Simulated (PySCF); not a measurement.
# Running PySCF for LiCd

The script input.py:

```python
from pyscf import gto, scf, mp

mol = gto.M(
    atom='Li 0 0 0; Cd 0 0 2.685',
    basis='def2-svpd',
    ecp={'Cd': 'def2-svpd'},
    charge=0,
    spin=1,
    verbose=3,
)
mf = scf.UHF(mol)
mf.kernel()
mp.MP2(mf).kernel()
mf.dip_moment()
print('orbital energies (hartree):', [e[max(0, n-3):n+3].round(4) for e, n in zip(mf.mo_energy, mol.nelec)])
```

```bash
$ OMP_NUM_THREADS=1 python input.py
```

The log (some set-up lines and the per-cycle HOMO/LUMO lines with their warnings removed):

```
converged SCF energy = -174.263374671464  <S^2> = 0.80434124  2S+1 = 2.0536224
E(UMP2) = -174.642659927457  E_corr = -0.379285255992718
E(SCS-UMP2) = -174.602270780389  E_corr = -0.338896108924786
Dipole moment(X, Y, Z, Debye): -0.00000, -0.00000,  0.52759
orbital energies (hartree): [array([-0.7362, -0.3212, -0.17  ,  0.0157,  0.0157,  0.0208]), array([-0.7356, -0.7356, -0.3068,  0.025 ,  0.0309,  0.0309])]
```

In short: E(SCF) = -174.263375 Eh, E(MP2) − E(SCF) = -0.37929 Eh, ⟨S²⟩ = 0.804, μz(SCF) = 0.53 D.

Hardware: Arm Neoverse V1, 1 thread, shared host. Wall time 1 s, peak memory 0.13 GiB.

The bond length is a typed value, not an optimised one. No search for the lowest solution was made.
